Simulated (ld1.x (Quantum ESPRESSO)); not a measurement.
# Which setting gave this result? (scandium (Sc), TM)

Base potential:

ld1.x (Quantum ESPRESSO) 7.5 input, shortened:

```
&input
   title='Sc', zed=21., rel=1, dft='PZ', iswitch=3,
   config='[Ar] 3d1 4s2 4p0'
 /
 &inputp
   pseudotype=2, tm=.true., lloc=-1, rcloc=2.45,
   nlcc=.true., rcore=1.65
 /
3
4S  1  0   2.00   0.00  3.25  3.25  0.0
4P  2  1   0.00   0.00  2.75  2.75  0.0
3D  3  2   1.00   0.00  2.95  2.95  0.0
 &test
   configts(1)='3d1 4s2 4p0'
 /
```

Cutoffs, loose and tight: the cutoffs (Ry, on a coarse ladder) from which the occupation-weighted sum of valence levels, in a spherical-Bessel basis at the reference potential, stays within 10 and 1 mRy of its value at 400 Ry. They do not see the model core or the augmentation charge, which bear on the density cutoff. Test errors are all-electron minus pseudo excitation energies from the reference, over the configurations 3d1 4s1 4p0; 3d1 4s0 4p0; 3d1 4s1.5 4p0; 3d2 4s0 4p0; 3d1 4s0 4p2; 3d1 4s0 4p1; 3d2 4s1 4p0 (two spin-polarised tests are not counted in the largest error); variants that change the core or the reference have their own tests.

Only the scale of all radii but the core radius (base = 1) is moved:

| scale of all radii but the core radius (base = 1) | cutoff, loose | cutoff, tight | bound ghosts | largest test error (meV) |
| --- | --- | --- | --- | --- |
| 0.79 | 35 Ry | 45 Ry | s | -143 |
| 0.98 | 25 Ry | 35 Ry | none | -38 |
| 1.05 | 25 Ry | 30 Ry | none | -52 |
| 1.18 | 18 Ry | 25 Ry | none | +180 |
| 1.24 | 18 Ry | 21 Ry | none | +256 |
| 1.37 | 15 Ry | 18 Ry | none | +353 |

Q: One more run gave cutoff, loose: 35 Ry; cutoff, tight: 40 Ry; bound ghosts: s; largest test error (meV): -121. Which value of the scale of all radii but the core radius (base = 1) was used?

A: 0.86. The tight cutoff moves one way along this sweep, from 45 Ry at 0.79 to 18 Ry at 1.37, which places the run between 0.79 and 0.98.
